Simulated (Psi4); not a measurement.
Input for Psi4:
```
memory 2 GB

molecule mol {
-1 2
Se   -0.002600    0.669000    0.000000
H    -1.031300   -0.337800    0.000000
H     1.033900   -0.331200   -0.000000
}

set {
  basis sto-3g
  reference uks
}

energy('b3lyp')
print_variables()
```

### Question
What does this run give for the total energy, number of basis functions, nuclear repulsion energy, <S^2>?

### Answer

```json
{
  "total_energy": "-2375.7065 Eh",
  "number_of_basis_functions": "20",
  "nuclear_repulsion_energy": "25.2470 Eh",
  "<S^2>": "0.754"
}
```

A gas-phase anion may not be bound at this level; its values then depend on the basis.

These values belong to the state on which the SCF converged, which isn't shown to be the lowest.
